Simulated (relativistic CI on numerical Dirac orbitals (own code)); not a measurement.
**Inner-shell lines of Nb XXIII**

Computed by Dirac-Coulomb-Breit CI, orbitals from a KLI potential per configuration, model QED (radiative potential, 1s self-energy scaled to tabulated hydrogen-like ionisation energies), valence Slater integrals scaled by 0.85 (own radial code, finite nucleus).

Configurations in the expansion (outside the closed core 2s2 2p6 3s2 3p6): 1s2.3d, 1s.3d.4p. Levels of other configurations are missing.

The table holds the strongest lines. The upper levels have an inner-shell vacancy. Auger decay, open to those above the ionisation limit, is not computed, and radiative decays to configurations outside the model are missing too. Absolute energies can be off by a few tenths of a per cent, so close lines can change order. LS names give the leading component, which can be well under half, for lower levels too. Brackets number the levels in order of energy.

| E (eV) | Upper | Lower | A (s⁻¹) | gA (s⁻¹) |
| --- | --- | --- | --- | --- |
| 19340.9 | 1s.3d.4p 4F°_5/2 [3] | 1s2.3d 2D_3/2 [1] | 4.20e+13 | 2.52e+14 |
| 19341.2 | 1s.3d.4p 4F°_3/2 [4] | 1s2.3d 2D_3/2 [1] | 1.18e+13 | 4.72e+13 |
| 19341.9 | 1s.3d.4p 4D°_5/2 [7] | 1s2.3d 2D_5/2 [2] | 2.13e+13 | 1.28e+14 |
| 19342.0 | 1s.3d.4p 2D°_3/2 [8] | 1s2.3d 2D_5/2 [2] | 3.02e+13 | 1.21e+14 |
| 19342.1 | 1s.3d.4p 4D°_3/2 [5] | 1s2.3d 2D_3/2 [1] | 4.40e+13 | 1.76e+14 |
| 19342.1 | 1s.3d.4p 4F°_7/2 [9] | 1s2.3d 2D_5/2 [2] | 3.45e+13 | 2.76e+14 |
| 19342.1 | 1s.3d.4p 4D°_1/2 [6] | 1s2.3d 2D_3/2 [1] | 2.46e+13 | 4.91e+13 |
| 19342.6 | 1s.3d.4p 2F°_5/2 [10] | 1s2.3d 2D_5/2 [2] | 3.51e+13 | 2.10e+14 |
| 19343.6 | 1s.3d.4p 2D°_5/2 [11] | 1s2.3d 2D_5/2 [2] | 8.10e+12 | 4.86e+13 |
| 19346.1 | 1s.3d.4p 2F°_5/2 [16] | 1s2.3d 2D_5/2 [2] | 1.04e+13 | 6.27e+13 |
| 19347.6 | 1s.3d.4p 2D°_5/2 [11] | 1s2.3d 2D_3/2 [1] | 1.15e+13 | 6.88e+13 |
| 19348.4 | 1s.3d.4p 2D°_3/2 [12] | 1s2.3d 2D_3/2 [1] | 6.02e+13 | 2.41e+14 |
| 19349.0 | 1s.3d.4p 4P°_5/2 [19] | 1s2.3d 2D_5/2 [2] | 8.27e+12 | 4.96e+13 |
| 19349.4 | 1s.3d.4p 4P°_3/2 [14] | 1s2.3d 2D_3/2 [1] | 4.93e+13 | 1.97e+14 |
| 19349.6 | 1s.3d.4p 2P°_3/2 [21] | 1s2.3d 2D_5/2 [2] | 4.01e+13 | 1.60e+14 |
| 19350.1 | 1s.3d.4p 2F°_7/2 [22] | 1s2.3d 2D_5/2 [2] | 1.35e+14 | 1.08e+15 |
| 19350.2 | 1s.3d.4p 2F°_5/2 [16] | 1s2.3d 2D_3/2 [1] | 1.04e+14 | 6.24e+14 |
| 19350.2 | 1s.3d.4p 2F°_5/2 [23] | 1s2.3d 2D_5/2 [2] | 8.64e+13 | 5.18e+14 |
| 19350.7 | 1s.3d.4p 2P°_1/2 [17] | 1s2.3d 2D_3/2 [1] | 1.38e+14 | 2.77e+14 |
| 19352.2 | 1s.3d.4p 2P°_3/2 [25] | 1s2.3d 2D_5/2 [2] | 9.87e+13 | 3.95e+14 |
